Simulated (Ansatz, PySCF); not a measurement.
HgCl, SMILES [Cl][Hg+], charge +1. Atoms are numbered in the order given.

```xyz
2

Hg     0.0000     0.0000    -0.4178
Cl     0.0000     0.0000     1.8533
```
Charge +1, spin multiplicity 1.

Geometry optimised at B3LYP-D3(BJ)/def2-TZVPD. The spin state was assumed, not searched. The def2 effective core potentials stand for the cores of Hg; spin–orbit coupling is left out.

Two levels are set side by side: PBE-D3(BJ)/def2-TZVPD (Ansatz, an electronic-structure program) and B3LYP-D3(BJ)/def2-TZVPD (Ansatz). Each level has its own optimised geometry; the coordinates shown are those of the second. Frequencies come from the Hessian of PySCF at each geometry. Differences are taken from unrounded values.

```csv
quantity,B3LYP-D3(BJ),PBE-D3(BJ),PBE-D3(BJ) minus B3LYP-D3(BJ)
bond Hg1–Cl2 (Å),2.271,2.258,-0.013
highest harmonic wavenumber (cm⁻¹),354,354,0
mean harmonic wavenumber (cm⁻¹),354,354,0
zero-point energy (kcal/mol),0.51,0.51,0.00
```

Here PBE gives about what the other level gives.
